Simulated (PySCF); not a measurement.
## Spectroscopy problems

PySCF calculation with σ from GIAO-PBE0/pcSseg-1 and GFN2-xTB structure; rapidly exchanging positions averaged, one computed conformer, gas phase, non-relativistic.

Referencing at the same level of theory: ¹H (σ = 31.72 ppm), ¹³C (σ = 186.93 ppm) vs TMS. Splittings of carbon signals by F and P are missing where no couplings were computed. Where no couplings were computed, multiplicities follow the n + 1 count of equivalent neighbours, and m marks all less simple cases (inequivalent or close neighbours, rings, F or P nearby). Shifts are as computed. Against solution values, carbons near 30 ppm lie about +3 ppm off and those near 130 ppm about +5 ppm. Of 1211 compounds with measured shifts, 218 miss one by over three times the rms of a fit or turn the order of signals round; such compounds aren't used in these exercises.

**Question.** C₇H₉F₃N₂. ¹H NMR (500 MHz, computed): δ 6.75 (m, 1H), 6.74 (m, 1H), 5.84 (m, 1H), 5.79 (m, 1H), 2.55 (q, 2H), 1.29 (t, 3H). ¹³C{¹H} NMR (computed): δ 144.9 (CH), 129.5 (C), 128.8 (CH), 128.3 (CH2), 125.8 (C), 31.6 (CH2), 15.8 (CH3). Give a structure.

**Answer.** `C=C/C=N/N=C(/CC)C(F)(F)F`. Rings plus π bonds: 3 (no ring in the answer). 7 carbon signals for 7 carbons: no two carbons are equivalent. Carbon types of the structure: 2 × C, 2 × CH, 2 × CH2, 1 × CH3, which accounts for all hydrogens. δC 144.9: alkene CH; as expected for a trigonal carbon in a double bond. δC 129.5: CF3 carbon; 3 electronegative neighbours deshield it. δC 128.8, 125.8: C=N carbon. δC 128.3: terminal =CH2 carbon; an sp2 carbon of a C=C bond.

This is the structure that produced the data.

**Question.** C₇H₉F₃N₂. ¹H NMR (600 MHz, computed): δ 6.60 (m, 1H), 6.13 (m, 1H), 5.79 (m, 1H), 5.70 (m, 1H), 2.29 (q, 2H), 1.28 (t, 3H). ¹³C{¹H} NMR (computed): δ 143.7 (CH), 136.0 (C), 128.8 (C), 124.4 (CH2), 111.5 (CH), 25.5 (CH2), 14.9 (CH3). What is it?

**Answer.** `C=C/C(CC)=N/N=C\C(F)(F)F`. Rings plus π bonds: 3 (no ring in the answer). 7 carbon signals for 7 carbons: no two carbons are equivalent. Carbon types of the structure: 2 × C, 2 × CH, 2 × CH2, 1 × CH3, which accounts for all hydrogens. δC 143.7: alkene CH; as expected for a trigonal carbon in a double bond. δC 136.0, 111.5: C=N carbon. δC 128.8: CF3 carbon; 3 electronegative neighbours deshield it. δC 124.4: terminal =CH2 carbon; an sp2 carbon of a C=C bond.

The shifts were computed for this structure.
